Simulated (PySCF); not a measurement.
# Computed properties of Si(OSiH3)(H)(NHSiH3)(Cl) (ClH8NOSi3), SMILES N([SiH3])[SiH](O[SiH3])Cl

Si(OSiH3)(H)(NHSiH3)(Cl) (ClH₈NOSi₃), SMILES [SiH3]O[SiH](N[SiH3])Cl. Coordinates come from a B3LYP-D3(BJ)/def2-SVP optimisation. Other conformers were not sampled. All values are computed for the isolated molecule unless a solvent is named; none is compared with measurement here.

**Structure.** All 36 harmonic modes at B3LYP-D3(BJ)/def2-SVP (PySCF) are real, so it is a minimum. With heavy atoms numbered as in [SiH:1]([Cl:2])([NH:3][SiH3:4])[O:5][SiH3:6], the shortest bond between them is Si1–O5 at 1.648 Å and the longest Si1–Cl2 at 2.089 Å.

**Vibrations.** The strongest infrared lines (harmonic, unscaled, degenerate partners summed) lie at 876 cm⁻¹ (349 km/mol, H 73 %, Si 15 %, N 12 %), 1094 cm⁻¹ (336 km/mol, O 69 %, Si 16 %, H 14 %), 995 cm⁻¹ (295 km/mol, H 72 %, Si 17 %). The softest mode is at 33 cm⁻¹ and the zero-point energy is 52.1 kcal/mol.

**Electronic structure.** ωB97X/def2-TZVP (PySCF) places the frontier levels at -10.31 and 1.90 eV, a gap of 12.21 eV, and gives a dipole moment of 1.20 D and a mean polarisability of 93.3 bohr³. PBE/def2-TZVP (PySCF) at the same geometry gives -6.55 and -0.97 eV, so its gap is 6.63 eV narrower. An orbital gap is neither the optical nor the fundamental gap.

**Excitations.** TDA-PBE0/def2-SVPD (PySCF) has S1 at 6.57 eV (189 nm, f = 0.005, weak); the most intense of the 6 singlets computed lies at 7.46 eV (f = 0.05). T1 (TDA) is at 6.23 eV, 0.34 eV under S1. TDA-PBE/def2-SVPD (PySCF) puts S1 at 5.61 eV. No vertical singlet excitation falls in the visible range (under 3.1 eV).

**NMR.** GIAO shifts at PBE0/pcSseg-1 (PySCF) (non-relativistic, atoms alike by connectivity averaged): ¹H from 0.7 to 5.6 ppm against TMS; ²⁹Si from -54.5 to -24.2 ppm against TMS. Without spin–orbit terms, shifts of atoms bonded to Cl or Br come out too high.

**Solvation.** SMD-B3LYP/def2-SVP (PySCF) gives 1.6 kcal/mol in water, -2.8 kcal/mol in tetrahydrofuran, -2.5 kcal/mol in cyclohexanone (1 M in both phases, gas-phase geometry); of these solvents tetrahydrofuran holds the molecule best.
